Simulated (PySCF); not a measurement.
## Mayer bond orders and bond lengths

Compound: CH13PSi4.
Atom-mapped SMILES: `[CH3:1][Si:2]([SiH3:3])([SiH3:4])[SiH2:5][PH2:6]` (hydrogens: H7, H8, H9 on C1; H10, H11, H12 on Si3; H13, H14, H15 on Si4; H16, H17 on Si5; H18, H19 on P6)

Structure used (GFN2-xTB), in Å, numbered top down from 1:
```xyz
19
CH13PSi4 angstrom
C     -0.883    2.172   -0.268
Si    -0.405    0.329   -0.017
Si    -1.687   -0.960   -1.509
Si    -0.778   -0.178    2.247
Si     1.876    0.192   -0.559
P      2.335   -2.002   -0.523
H     -1.929    2.340   -0.029
H     -0.295    2.830    0.366
H     -0.729    2.488   -1.295
H     -1.883   -2.319   -1.002
H     -1.065   -1.075   -2.831
H     -3.023   -0.397   -1.728
H     -0.401   -1.563    2.540
H     -0.003    0.662    3.167
H     -2.181   -0.034    2.645
H      2.273    0.602   -1.915
H      2.828    0.900    0.317
H      2.237   -2.117    0.848
H      3.703   -1.858   -0.463
```

Bond orders from the PBE0/pcSseg-1 density (PySCF). Geometry: GFN2-xTB, one conformer, isolated molecule. GFN2-xTB frequencies show an imaginary mode (29i cm⁻¹), so this geometry is no minimum at that level.

(1) Where do the orders between heavy atoms depart from those drawn in the SMILES?

(2) Give the Mayer order of every bond between heavy atoms, beside its length.

Answers

(1) The largest departure is 0.134, at Si2–Si3 (drawn single, 0.866). Drawn single, order below 0.88: Si2–Si3 (0.866).

(2) 
| bond | drawn as | length (Å) | Mayer order |
| --- | --- | --- | --- |
| C1–Si2 | single | 1.921 | 0.947 |
| Si2–Si3 | single | 2.351 | 0.866 |
| Si2–Si4 | single | 2.350 | 0.888 |
| Si2–Si5 | single | 2.349 | 0.880 |
| Si5–P6 | single | 2.242 | 0.986 |

Bonds between the same two heavy elements. Si–Si: lowest Si2–Si3 (0.866, 2.351 Å), highest Si2–Si4 (0.888, 2.350 Å).

Q: And the bonds to hydrogen?

A: C–H: 0.96 (3 bonds); H–Si: 0.91 to 0.94 (8 bonds); H–P: 0.93 to 0.94 (2 bonds).

Q: Sum the orders of all bonds at each heavy atom with more than one neighbour and set the sums beside the valence in the SMILES.

A: C1 3.815 (drawn 4), Si2 3.581 (drawn 4), Si3 3.670 (drawn 4), Si4 3.683 (drawn 4), Si5 3.706 (drawn 4), P6 2.849 (drawn 3). Orders between atoms that aren't bonded are not in these sums.

For a closed shell the Mayer order of atoms A and B is Σ (PS)μν (PS)νμ over the basis functions μ on A and ν on B, with P the density and S the overlap matrix.
